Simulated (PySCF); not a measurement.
Electron correlation in Hf (hafnium, neutral)

[Xe] 4f14 5d2 6s1 6p1, one real determinant (an excited configuration). Computed with PySCF 2.14 in x2c-TZVPPall with one added diffuse shell each of s, p, d, f type (12s8p8d4f1g, 113 functions), with the spin-free X2C one-electron Hamiltonian (Gaussian nucleus). Frozen: [Xe] 4f14; 4 electrons correlated.

MP2 pair energies summed by pair of shells (mhartree):

| pair | energy | share (%) |
| --- | --- | --- |
| 5d-6s | -6.16 | 37.7 |
| 5d-6p | -5.10 | 31.2 |
| 5d-5d | -3.41 | 20.9 |
| 6s-6p | -1.66 | 10.2 |

Total MP2 correlation energy: -16.33 mhartree.

Same-spin part -16.33 and opposite-spin part 0.00 mhartree; SCS-MP2 scales them by 1/3 and 6/5 to -5.44 mhartree.

The reference is one real determinant that mixes LS terms of this configuration.
